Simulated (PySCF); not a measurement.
Compound: C6H4NS (doublet state).
Numbering: `[H]/[C:1]=[CH:2]\[C:3](=[S:4])[C:5]#[C:6]/[CH:7]=[N:8]/[H]` (hydrogens: H9 on C1; H10 on C2; H11 on C7; H12 on N8)

Structure used (GFN2-xTB), in Å, numbered top down from 1:
```xyz
12
C6H4NS angstrom
C     -1.8434    1.7746    0.5788
C     -2.3619    0.5926    0.6048
C     -1.6776   -0.5093   -0.1368
S     -2.5797   -1.5645   -1.0141
C     -0.2912   -0.5151   -0.1638
C      0.9215   -0.5822   -0.1609
C      2.3260   -0.6686   -0.1582
N      3.0399    0.3686   -0.0561
H     -0.9296    2.2423    0.2942
H     -3.3469    0.3547    0.9756
H      2.7005   -1.6989   -0.2564
H      4.0435    0.2052   -0.0675
```

The hyperfine couplings belong to this conformer and change with its torsions.

Method: UKS B3LYP, pcH-1 on C H N S, non-relativistic, mean-field spin-orbit, GIAO in PySCF 2.14.0. Isolated species at its GFN2-xTB geometry (one conformer only). Couplings are sensitive to structure, and on GFN2-xTB geometries they can be far from those on DFT ones. The frame is twisted about the C2–C3 bond at this geometry (dihedral H10–C2–C3–S4 = 32°); couplings at other torsion angles weren't computed. Stability of the SCF solution: not tested.

Problem. The isotropic 13C couplings are +298.1, +105.5, -15.4, -5.1, +3.4, -1.1 MHz. Assign them to C1; C2; C3; C5; C6; C7.

Solution. 
| site | a_iso (MHz) | ρ(0) (bohr⁻³) | position | distance from C1 (Å) | spin population | largest \|T\| (MHz) |
| --- | --- | --- | --- | --- | --- | --- |
| C1 | +298.1 | +0.2650 | largest spin population | 0.00 | +1.04 | 142.1 |
| C2 | -15.4 | -0.0138 | 1 bond from C1 | 1.29 | -0.16 | 18.7 |
| C3 | +105.5 | +0.0940 | 2 bonds from C1 | 2.40 | +0.08 | 13.4 |
| C5 | -5.1 | -0.0046 | 3 bonds from C1 | 2.86 | -0.01 | 2.4 |
| C6 | +3.4 | +0.0030 | 4 bonds from C1 | 3.71 | +0.02 | 3.4 |
| C7 | -1.1 | -0.0010 | 5 bonds from C1 | 4.89 | 0.00 | 0.6 |

ρ(0) is the spin density at the nucleus and T the dipolar tensor; a_iso includes a spin–orbit part. The largest Mulliken spin populations are on C1 (+1.04), C2 (-0.16) and C3 (+0.08). C1 is the only atom above +0.15. The positive populations add up to 1.18 and the negative ones to -0.18, together 2S = 1.

Examples of negative spin density at the nucleus (bohr⁻³): C2 (-0.0138), S4 (-0.0051) and C5 (-0.0046).

The run took 58 s of wall time (with the writing of density and orbital grids) on one thread of an Arm Neoverse V2, no GPU, shared host, and the process peaked at 0.95 GiB of memory.
